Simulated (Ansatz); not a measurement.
The pair A = N2 (SMILES N#N) (first 2 atoms), B = CH2F2 (SMILES FCF); geometry from B3LYP-D3(BJ)/def2-TZVP.
(charge 0, multiplicity 1):
```xyz
7

N      0.3584     0.0622    -0.2647
N     -0.4931    -0.0304     0.4104
F      0.4548    -1.3239     3.2263
C     -0.2862    -0.2904     3.7154
F      0.3482     0.8763     3.4105
H     -0.3419    -0.3840     4.8011
H     -1.2605    -0.2966     3.2258
```

Frozen-core correlation. MP2 and its Hartree–Fock in aug-cc-pVQZ, aug-cc-pVTZ are density fitted.

Run with Ansatz (Gaussian basis) for Hartree–Fock, density functionals and correlated methods. Each number belongs to the level named beside it.

The counterpoise-corrected interaction energy is E(AB) − E(A in the pair's basis) − E(B in the pair's basis). Total energies (hartree):

```csv
level,AB,A in the pair's basis,B in the pair's basis
HF/aug-cc-pVTZ,-346.9842120,-108.9859686,-237.9986033
MP2/aug-cc-pVTZ,-348.0540014,-109.3636969,-238.6886642
HF/aug-cc-pVQZ,-347.0073595,-108.9927971,-238.0149171
MP2/aug-cc-pVQZ,-348.1495453,-109.3926941,-238.7551366
MP2/aug-cc-pVDZ,-347.7636648,-109.2770668,-238.4851775
CCSD(T)/aug-cc-pVDZ,-347.8108165,-109.2934246,-238.5161117
```

Q: Work out the counterpoise-corrected interaction energy at the basis-set limit: extrapolate the MP2 correlation part as X⁻³, take Hartree–Fock from the larger set, and add the CCSD(T) − MP2 difference of aug-cc-pVDZ.

A: 
1. Differences (1 hartree = 627.509 kcal/mol): HF/aug-cc-pVTZ 0.226; MP2/aug-cc-pVTZ -1.029; HF/aug-cc-pVQZ 0.223; MP2/aug-cc-pVQZ -1.076; MP2/aug-cc-pVDZ -0.891; CCSD(T)/aug-cc-pVDZ -0.803.
2. Correlation parts, MP2 less HF: -1.255 in aug-cc-pVTZ (X = 3), -1.299 in aug-cc-pVQZ (X = 4).
3. Limit (4³·(-1.299) − 3³·(-1.255))/(4³ − 3³) = -1.330; with HF/aug-cc-pVQZ it gives -1.108.
4. CCSD(T) less MP2 in aug-cc-pVDZ: 0.088.
Result: -1.02 kcal/mol, against -1.03 at MP2/aug-cc-pVTZ. It is an estimate of this method's limit, not of the exact value.

Ansatz is an electronic-structure program.
